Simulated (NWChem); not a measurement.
System: RbCl; SMILES [Cl][Rb]

NWChem input:

```
start job
memory heap 200 mb stack 900 mb global 1100 mb
geometry units angstroms noautoz
  Rb     0.000000     0.000000    -0.903055
  Cl     0.000000     0.000000     1.911525
end
basis spherical
  Rb library def2-svp
  Cl library def2-svp
end
ecp
  Rb library def2-ecp
end
dft
  xc xpbe96 cpbe96
  iterations 200
  convergence diis 20
end
task dft gradient
```

NWChem printed, in part:

```
             Northwest Computational Chemistry Package (NWChem) 7.3.0
             --------------------------------------------------------

 ORDER OF PRIMARY AXIS IS BEING SET TO 4
 C4V symmetry detected

                             Geometry "geometry" -> ""
                             -------------------------

 Output coordinates in angstroms (scale by  1.889725989 to convert to a.u.)

  No.       Tag          Charge          X              Y              Z
 ---- ---------------- ---------- -------------- -------------- --------------
    1 Rb                  37.0000     0.00000000     0.00000000    -0.88607148
    2 Cl                  17.0000     0.00000000     0.00000000     1.92850852

 Effective nuclear repulsion energy (a.u.)     118.2600919572

      Symmetry information
      --------------------

 Group name             C4v
 Group number             18
 Group order               8
 No. of unique centers     2

 Summary of "ao basis" -> "ao basis" (spherical)
 ------------------------------------------------------------------------------
       Tag                 Description            Shells   Functions and Types
 ---------------- ------------------------------  ------  ---------------------
 Rb                         def2-svp                10       24   5s3p2d
 Cl                         def2-svp                 8       18   4s3p1d

      Symmetry analysis of basis
      --------------------------

        a1         18
        a2          0
        b1          3
        b2          3
        e          18

            General Information
            -------------------
          SCF calculation type: DFT
          Wavefunction type:  closed shell.
          No. of atoms     :     2
          No. of electrons :    26
           Alpha electrons :    13
            Beta electrons :    13
          Charge           :     0
          Spin multiplicity:     1
          Use of symmetry is: on ; symmetry adaption is: on
          Maximum number of iterations: 200
          AO basis - number of functions:    42
                     number of shells:    18
          Convergence on energy requested:  1.00D-06
          Convergence on density requested:  1.00D-05
          Convergence on gradient requested:  5.00D-04

              XC Information
              --------------
          PerdewBurkeErnzerhof Exchange Functional  1.000
            Perdew 1991 LDA Correlation Functional  1.000 local
           PerdewBurkeErnz. Correlation Functional  1.000 non-local

             Grid Information
             ----------------
          Grid used for XC integration:  medium
          Radial quadrature: Mura-Knowles
          Angular quadrature: Lebedev.
          Tag              B.-S. Rad. Rad. Pts. Rad. Cut. Ang. Pts.
          ---              ---------- --------- --------- ---------
          Rb                  2.35      123          13.0       590
          Cl                  1.00       88          11.0       590
          Grid pruning is: on
          Number of quadrature shells:   211
          Spatial weights used:  Erf1

      Superposition of Atomic Density Guess
      -------------------------------------

 Sum of atomic energies:        -486.78962964

      Non-variational initial energy
      ------------------------------

 Total energy =    -482.981473
 1-e energy   =    -731.454810
 2-e energy   =     219.707368
 HOMO         =      -0.436284
 LUMO         =      -0.046735

      Symmetry analysis of molecular orbitals - initial
      -------------------------------------------------

 !! scf_movecs_sym_adapt:    6 vectors were symmetry contaminated

  Symmetry fudging

 !! scf_movecs_sym_adapt:    6 vectors were symmetry contaminated

  Numbering of irreducible representations:

     1 a1          2 a2          3 b1          4 b2          5 e

  Orbital symmetries:

     1 a1          2 a1          3 a1          4 e           5 e
     6 a1          7 a1          8 a1          9 e          10 e
    11 e          12 e          13 a1         14 a1         15 e
    16 e          17 a1         18 a1         19 b1         20 b2
    21 e          22 e          23 a1

   convergence    iter        energy       DeltaE   RMS-Dens  Diis-err
 ---------------- ----- ----------------- --------- --------- ---------
 d= 0,ls=0.0,diis     1   -483.9849055351 -5.13D+02  6.61D-02  3.03D-01
 d= 0,ls=0.0,diis     2   -483.3842835729  6.01D-01  5.77D-02  2.95D+00
 d= 0,ls=0.0,diis     3   -484.0279393108 -6.44D-01  5.94D-03  1.07D-02
 d= 0,ls=0.0,diis     4   -484.0308244187 -2.89D-03  5.34D-04  7.26D-04
 d= 0,ls=0.0,diis     5   -484.0309152643 -9.08D-05  2.42D-04  6.56D-05
 d= 0,ls=0.0,diis     6   -484.0309283347 -1.31D-05  7.60D-05  4.67D-06
 d= 0,ls=0.0,diis     7   -484.0309292679 -9.33D-07  8.22D-06  8.92D-08

         Total DFT energy =     -484.030929267935
      One electron energy =     -734.777642920884
           Coulomb energy =      253.853155959910
    Exchange-Corr. energy =      -31.872410620867
 Nuclear repulsion energy =       28.765968313906

 Numeric. integr. density =       26.000000120259

                  Occupations of the irreducible representations
                  ----------------------------------------------

                     irrep           alpha         beta
                     --------     --------     --------
                     a1                7.0          7.0
                     a2                0.0          0.0
                     b1                0.0          0.0
                     b2                0.0          0.0
                     e                 6.0          6.0

                       DFT Final Molecular Orbital Analysis
                       ------------------------------------

 Vector   11  Occ=2.000000D+00  E=-1.699960D-01  Symmetry=a1
              MO Center= -2.3D-15, -1.6D-15,  1.8D+00, r^2= 1.9D+00
   Bfn.  Coefficient  Atom+Function         Bfn.  Coefficient  Atom+Function
  ----- ------------  ---------------      ----- ------------  ---------------
    37      0.624672  2 Cl pz                34      0.442213  2 Cl pz
     4     -0.291330  1 Rb s                 31      0.263134  2 Cl pz
     8      0.149005  1 Rb pz                 5      0.132361  1 Rb s
     2      0.129381  1 Rb s                 17     -0.074763  1 Rb d  0
    27      0.052400  2 Cl s                  1      0.048363  1 Rb s

 Vector   12  Occ=2.000000D+00  E=-1.623093D-01  Symmetry=e
              MO Center= -2.6D-14,  2.8D-14,  1.9D+00, r^2= 1.6D+00
   Bfn.  Coefficient  Atom+Function         Bfn.  Coefficient  Atom+Function
  ----- ------------  ---------------      ----- ------------  ---------------
    36     -0.465313  2 Cl py                35      0.439740  2 Cl px
    33     -0.322966  2 Cl py                32      0.305217  2 Cl px
    30     -0.192796  2 Cl py                29      0.182200  2 Cl px
    21     -0.081590  1 Rb d -1              23     -0.077106  1 Rb d  1
    13     -0.063296  1 Rb py                12      0.059817  1 Rb px

 Vector   13  Occ=2.000000D+00  E=-1.623093D-01  Symmetry=e
              MO Center=  2.5D-15, -6.5D-15,  1.9D+00, r^2= 1.6D+00
   Bfn.  Coefficient  Atom+Function         Bfn.  Coefficient  Atom+Function
  ----- ------------  ---------------      ----- ------------  ---------------
    35      0.465313  2 Cl px                36      0.439740  2 Cl py
    32      0.322966  2 Cl px                33      0.305217  2 Cl py
    29      0.192796  2 Cl px                30      0.182200  2 Cl py
    23     -0.081590  1 Rb d  1              21      0.077106  1 Rb d -1
    12      0.063296  1 Rb px                13      0.059817  1 Rb py

 Vector   14  Occ=0.000000D+00  E=-6.921947D-02  Symmetry=a1
              MO Center=  7.5D-14,  1.0D-14, -1.9D+00, r^2= 8.9D+00
   Bfn.  Coefficient  Atom+Function         Bfn.  Coefficient  Atom+Function
  ----- ------------  ---------------      ----- ------------  ---------------
     4      0.765920  1 Rb s                 14     -0.295004  1 Rb pz
     5      0.288409  1 Rb s                  2     -0.206205  1 Rb s
     8      0.169720  1 Rb pz                37      0.149858  2 Cl pz
     3     -0.135784  1 Rb s                 28     -0.100888  2 Cl s
    34      0.091368  2 Cl pz                 1     -0.086734  1 Rb s

 Vector   15  Occ=0.000000D+00  E=-1.652300D-02  Symmetry=e
              MO Center=  2.7D-16, -1.3D-14, -2.0D+00, r^2= 1.5D+01
   Bfn.  Coefficient  Atom+Function         Bfn.  Coefficient  Atom+Function
  ----- ------------  ---------------      ----- ------------  ---------------
    13      0.879628  1 Rb py                21     -0.303551  1 Rb d -1
    12     -0.298840  1 Rb px                 7     -0.196420  1 Rb py
    23     -0.103127  1 Rb d  1               6      0.066731  1 Rb px
    16     -0.064044  1 Rb d -1              36     -0.052111  2 Cl py
    10      0.047875  1 Rb py                33     -0.033686  2 Cl py

 Vector   16  Occ=0.000000D+00  E=-1.652300D-02  Symmetry=e
              MO Center= -1.1D-14,  2.9D-15, -2.0D+00, r^2= 1.5D+01
   Bfn.  Coefficient  Atom+Function         Bfn.  Coefficient  Atom+Function
  ----- ------------  ---------------      ----- ------------  ---------------
    12      0.879628  1 Rb px                23      0.303551  1 Rb d  1
    13      0.298840  1 Rb py                 6     -0.196420  1 Rb px
    21     -0.103127  1 Rb d -1               7     -0.066731  1 Rb py
    18      0.064044  1 Rb d  1              35     -0.052111  2 Cl px
     9      0.047875  1 Rb px                32     -0.033686  2 Cl px

     Multipole analysis of the density
     ---------------------------------

     L   x y z        total         alpha         beta         nuclear
     -   - - -        -----         -----         ----         -------
     0   0 0 0     -0.000000    -13.000000    -13.000000     26.000000

     1   1 0 0     -0.000000     -0.000000     -0.000000      0.000000
     1   0 1 0     -0.000000     -0.000000     -0.000000      0.000000
     1   0 0 1     -3.877040    -25.380572    -25.380572     46.884105

     2   2 0 0    -21.833449    -10.916724    -10.916724      0.000000
     2   1 1 0     -0.000000     -0.000000     -0.000000      0.000000
     2   1 0 1     -0.000000     -0.000000     -0.000000      0.000000
     2   0 2 0    -21.833449    -10.916724    -10.916724      0.000000
     2   0 1 1      0.000000      0.000000      0.000000      0.000000
     2   0 0 2    -27.880637   -139.448179   -139.448179    251.015720

            General Information
            -------------------
          SCF calculation type: DFT
          Wavefunction type:  closed shell.
          No. of atoms     :     2
          No. of electrons :    26
           Alpha electrons :    13
            Beta electrons :    13
          Charge           :     0
          Spin multiplicity:     1
          Use of symmetry is: on ; symmetry adaption is: on
          Maximum number of iterations: 200
          AO basis - number of functions:    42
                     number of shells:    18
          Convergence on energy requested:  1.00D-06
          Convergence on density requested:  1.00D-05
          Convergence on gradient requested:  5.00D-04

              XC Information
              --------------
          PerdewBurkeErnzerhof Exchange Functional  1.000
            Perdew 1991 LDA Correlation Functional  1.000 local
           PerdewBurkeErnz. Correlation Functional  1.000 non-local

             Grid Information
             ----------------
          Grid used for XC integration:  medium
          Radial quadrature: Mura-Knowles
          Angular quadrature: Lebedev.
          Tag              B.-S. Rad. Rad. Pts. Rad. Cut. Ang. Pts.
          ---              ---------- --------- --------- ---------
          Rb                  2.35      123          13.0       590
          Cl                  1.00       88          11.0       590
          Grid pruning is: on
          Number of quadrature shells:   211
          Spatial weights used:  Erf1

          Convergence Information
          -----------------------
          Convergence aids based upon iterative change in
          total energy or number of iterations.
          Levelshifting, if invoked, occurs when the
          HOMO/LUMO gap drops below (HL_TOL):  1.00D-02
          DIIS, if invoked, will attempt to extrapolate
          using up to (NFOCK): 20 stored Fock matrices.

                    Damping( 0%)  Levelshifting(0.5)       DIIS
                  --------------- ------------------- ---------------
          dE  on:    start            ASAP                start
          dE off:    2 iters        200 iters           200 iters

                            NWChem DFT Gradient Module
                            --------------------------

  charge          =   0.00
  wavefunction    = closed shell

  Using symmetry

                         DFT ENERGY GRADIENTS

    atom               coordinates                        gradient
                 x          y          z           x          y          z
   1 Rb      0.000000   0.000000  -1.674432    0.000000   0.000000   0.000958
   2 Cl      0.000000   0.000000   3.644353    0.000000   0.000000  -0.000958
```

Level: PBE/def2-SVP with def2 effective core potentials on Rb. Geometry: optimised at PBE0/def2-SVP. def2 effective core potentials on Rb; no spin-orbit coupling.
